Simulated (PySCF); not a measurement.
The geometry has D3h symmetry (within 0.05 Å) and had no frequency check at the DFT level, so a distortion to lower symmetry isn't ruled out.

Excitations are Tamm–Dancoff values on a coarser integration grid. The basis has no diffuse functions, so Rydberg states are missing or too high.

Cartesian coordinates (Å):
SMILES: [AlH]1[NH][AlH][NH][AlH][NH]1
```xyz
12

N     -1.5126    -0.8743    -0.0016
Al    -1.5970     0.9209    -0.0014
N     -0.0009     1.7471     0.0009
Al     1.5960     0.9226     0.0021
N      1.5134    -0.8728     0.0010
Al     0.0009    -1.8435    -0.0006
H     -2.3950    -1.3844    -0.0027
H     -2.9666     1.7107    -0.0031
H     -0.0014     2.7663     0.0013
H      2.9648     1.7138     0.0038
H      2.3964    -1.3819     0.0014
H      0.0017    -3.4245    -0.0011
```
Charge 0, multiplicity 1.

**Question.** What is the computed total energy, S1 excitation (TDA), HOMO, HOMO–LUMO gap, dipole moment and LUMO (PBE-D3(BJ)/def2-SVP // B3LYP-D3(BJ)/def2-SVP in PySCF)?

**Answer.** 
| Quantity | Result |
|---|---|
| total energy | -894.4010 Ha |
| S1 excitation (TDA) | 5.18 eV |
| HOMO | -5.90 eV |
| HOMO–LUMO gap | 5.14 eV |
| dipole moment | 0.00 D |
| LUMO | -0.75 eV |
